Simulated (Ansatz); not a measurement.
bromine (Br2), SMILES BrBr.

Coordinates come from a PBE-D3(BJ)/def2-TZVP optimisation.

Two levels are set side by side: PBE/def2-TZVPD (Ansatz, an electronic-structure program) and CAM-B3LYP/def2-TZVPD (Ansatz). Energy differences of separate SCF runs at the same geometry; the states with an electron removed or added have multiplicity 2 and 2. Differences are taken from unrounded values.

| quantity | CAM-B3LYP |
|---|---|
| vertical ionisation energy (eV) | 10.76 |
| vertical electron affinity (eV) | 1.66 |
| vertical singlet–triplet gap (eV) | 2.21 |

Problem. What does PBE give, and how far is it from CAM-B3LYP? (The exact figures need the calculation; the answer reports its results.)

Solution. 
```json
[
 {"quantity": "vertical ionisation energy (eV)", "PBE": "10.34", "PBE minus CAM-B3LYP": "-0.42"},
 {"quantity": "vertical electron affinity (eV)", "PBE": "1.56", "PBE minus CAM-B3LYP": "-0.10"},
 {"quantity": "vertical singlet–triplet gap (eV)", "PBE": "2.01", "PBE minus CAM-B3LYP": "-0.20"}
]
```
